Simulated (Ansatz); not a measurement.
`NB[SiH2]N` + `N=C(F)S` → `N=C(F)S[SiH2]N` + `BN`  (cleavage of the Si–B bond)

Computed with Ansatz on PBE0-D4/def2-TZVP structures; ΔE is electronic, products minus reactants. CBS: MP2 limit from def2 TZ/QZ plus the TZ coupled-cluster correction, frozen cores. This one scheme is used for every species. DFT in def2-TZVPP. One conformer a species, not always the lowest.

(1) Is it downhill or uphill in electronic energy at CCSD(T)/CBS, and by how much? (Estimate.)

(2) What do these levels give: r2SCAN-D4, r2SCAN, r2SCANh, CCSD(T)/def2-SVP, SCS-MP2/def2-TZVPP, HF/def2-QZVPP? (Best estimate.)

Largest T1 diagnostic among the species: 0.014.

Results:

(1) Computed: Downhill: ΔE = -97.8 kJ/mol.

(2) Computed: r2SCAN-D4 -96.8, r2SCAN -96.1, r2SCANh -97.0, CCSD(T)/def2-SVP -95.1, SCS-MP2/def2-TZVPP -102.3, HF/def2-QZVPP -101.2 kJ/mol.

The D4 term adds −4.5 kJ/mol with B3LYP and −2.4 kJ/mol with PBE0; it sums over pairs of atoms, weighted by their polarisabilities, and B3LYP, whose exchange is more repulsive, gets the larger term. From BLYP to BHLYP (50 % exact exchange), in def2-TZVPP and without D4, ΔE moves by −9.0 kJ/mol.

B3LYP here is the variant with VWN-RPA as its local correlation; programs differ in this.
